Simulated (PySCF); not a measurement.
FK, charge +3, doublet, at the geometry of the source list (a state made from the parent by changing its charge; the spin is typed, not shown lowest); HF/6-311G** in PySCF.

PySCF was given this input:
```python
from pyscf import gto, scf

mol = gto.Mole()
mol.atom = '''
    K    -0.539800   -0.445200   -0.729200
    F     0.539800    0.445200    0.729200
'''
mol.basis = '6-311g**'
mol.charge = 3
mol.spin = 1
mol.verbose = 4
mol.build()

mf = scf.ROHF(mol)
mf.kernel()
```

The log (banner, timings and long lists left out):

```
PySCF version 2.14.0

[INPUT] verbose = 4
[INPUT] num. atoms = 2
[INPUT] num. electrons = 25
[INPUT] charge = 3
[INPUT] spin (= nelec alpha-beta = 2S) = 1
[INPUT] symmetry False subgroup None
[INPUT] Mole.unit = angstrom
[INPUT] Symbol           X                Y                Z      unit          X                Y                Z       unit  Magmom
[INPUT]  1 K     -0.539800000000  -0.445200000000  -0.729200000000 AA   -1.020074162040  -0.841306070656  -1.377988290033 Bohr   0.0
[INPUT]  2 F      0.539800000000   0.445200000000   0.729200000000 AA    1.020074162040   0.841306070656   1.377988290033 Bohr   0.0

nuclear repulsion = 44.7699272795262
number of shells = 25
number of NR pGTOs = 98
number of NR cGTOs = 57
basis = 6-311g**
ecp = {}

******** <class 'pyscf.scf.rohf.ROHF'> ********
method = ROHF
initial guess = minao
damping factor = 0
level_shift factor = 0
DIIS = <class 'pyscf.scf.diis.CDIIS'>
diis_start_cycle = 1
diis_space = 8
diis_damp = 0
SCF conv_tol = 1e-09
SCF conv_tol_grad = None
SCF max_cycles = 50
direct_scf = True
direct_scf_tol = 1e-13
num. doubly occ = 12  num. singly occ = 1
Set gradient conv threshold to 3.16228e-05
init E= -698.219705128931
  HOMO = -0.671699070892298  LUMO = -0.620429868226312  gap/eV = 1.39511
cycle= 1 E= -695.659122718071  delta_E= 2.56  |g|= 1.31  |ddm|= 0.978
  HOMO = -1.80295244861142  LUMO = -1.64475133309983  gap/eV = 4.30487
cycle= 2 E= -694.39866974153  delta_E= 1.26  |g|= 2.71  |ddm|= 1.18

WARN: HOMO -0.558496918260557 >= LUMO -1.78020584915154

cycle= 3 E= -694.114144359631  delta_E= 0.285  |g|= 1.44  |ddm|= 1.43
  HOMO = -1.77958897031086  LUMO = -1.50671430932341  gap/eV = 7.42530
cycle= 4 E= -696.004132999704  delta_E= -1.89  |g|= 0.274  |ddm|= 1.01
  HOMO = -1.64078873909253  LUMO = -1.41787513792034  gap/eV = 6.06579
cycle= 5 E= -696.015382531663  delta_E= -0.0112  |g|= 0.173  |ddm|= 0.143
  HOMO = -1.63567137990437  LUMO = -1.40780300420512  gap/eV = 6.20061
cycle= 6 E= -696.018324341256  delta_E= -0.00294  |g|= 0.149  |ddm|= 0.105
  HOMO = -1.63635014583516  LUMO = -1.40182958271416  gap/eV = 6.38163
cycle= 7 E= -696.022916114319  delta_E= -0.00459  |g|= 0.0996  |ddm|= 0.0456
  HOMO = -1.6441054994787  LUMO = -1.39708792890665  gap/eV = 6.72169
cycle= 8 E= -696.024971318896  delta_E= -0.00206  |g|= 0.0646  |ddm|= 0.0195
  HOMO = -1.65850047063085  LUMO = -1.38851410465799  gap/eV = 7.34670
cycle= 9 E= -696.02678051287  delta_E= -0.00181  |g|= 0.0105  |ddm|= 0.0367
  HOMO = -1.67224596692579  LUMO = -1.38549262637828  gap/eV = 7.80296
cycle= 10 E= -696.026797012912  delta_E= -1.65e-05  |g|= 0.0172  |ddm|= 0.0226
  HOMO = -1.67078271222347  LUMO = -1.38761497908648  gap/eV = 7.70539
cycle= 11 E= -696.026883267401  delta_E= -8.63e-05  |g|= 0.00297  |ddm|= 0.00743
  HOMO = -1.67001240324617  LUMO = -1.38786083053086  gap/eV = 7.67774
cycle= 12 E= -696.026886399247  delta_E= -3.13e-06  |g|= 0.000146  |ddm|= 0.00186
  HOMO = -1.67004969502551  LUMO = -1.38786765538623  gap/eV = 7.67856
cycle= 13 E= -696.026886407438  delta_E= -8.19e-09  |g|= 4.54e-05  |ddm|= 0.000142
  HOMO = -1.67006173733879  LUMO = -1.38786819351703  gap/eV = 7.67888
cycle= 14 E= -696.026886408721  delta_E= -1.28e-09  |g|= 7.35e-06  |ddm|= 5.15e-05
  HOMO = -1.67006500605721  LUMO = -1.38787061061578  gap/eV = 7.67890
cycle= 15 E= -696.026886408768  delta_E= -4.73e-11  |g|= 1.22e-06  |ddm|= 8.71e-06
  HOMO = -1.67006475823949  LUMO = -1.38787054973166  gap/eV = 7.67890
Extra cycle  E= -696.026886408762  delta_E= 5.57e-12  |g|= 1.11e-06  |ddm|= 2.32e-06
converged SCF energy = -696.026886408762
```
